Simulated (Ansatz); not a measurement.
`[Cl][Ti]([Cl])([Br])[Br]` + HCl → `[Cl][Ti]([Cl])([Cl])[Br]` + HBr at 700 K and 1 bar (ligand exchange at a Ti–Br bond).

Gas-phase electronic energies from Ansatz, PBE0-D4/def2-TZVP geometries. CBS: MP2 limit from def2 TZ/QZ plus the TZ coupled-cluster correction, frozen cores. This one scheme is used for every species. For Br, Ti outer-core shells are correlated without core-valence functions, which leaves a few kJ/mol of doubt a bond. Scalar relativity is left out up to krypton.

```tsv
species	CCSD(T)/CBS energy (Eh)	H − E (kJ/mol)	S (J/(mol·K))
`[Cl][Ti]([Cl])([Br])[Br]`	-6915.37450	77.3	478.6
HCl	-460.38127	38.4	211.8
`[Cl][Ti]([Cl])([Cl])[Br]`	-4801.83441	77.5	463.1
HBr	-2573.91920	36.5	223.7
```

H − E and S are ideal-gas, rigid-rotor, harmonic terms from PBE0-D4/def2-TZVP. 1 Eh = 2625.50 kJ/mol, R = 8.31446 J/(mol·K).

Question: By hand: ΔE, ΔH, ΔS and ΔG.

Answer: ΔE = (-4801.83441) + (-2573.91920) − (-6915.37450) − (-460.38127) = 0.00216 Eh = 5.7 kJ/mol. Δ(H − E) = 77.5 + 36.5 − 77.3 − 38.4 = -1.7, so ΔH = 4.0 kJ/mol. ΔS = 463.1 + 223.7 − 478.6 − 211.8 = -3.6 J/(mol·K). ΔG = 4.0 − 700 × (-3.6)/1000 = 6.5 kJ/mol.

Question: By hand: the equilibrium constant, and the temperature at which ΔG would vanish if ΔH and ΔS stayed fixed.

Answer: log₁₀ K = −ΔG/(RT ln 10) = -0.5. ΔH and −TΔS have one sign here, so there is no such temperature. One of them is within its doubt of zero, so this could turn.

TΔS isn't small against ΔH here. A doubt of 5 kJ/mol in ΔE shifts log₁₀ K by 0.4 here. These are equilibria of isolated gas molecules and say nothing of rates. Largest T1 diagnostic: 0.023 (customary marks: 0.02 for closed shells, 0.045 for open ones).
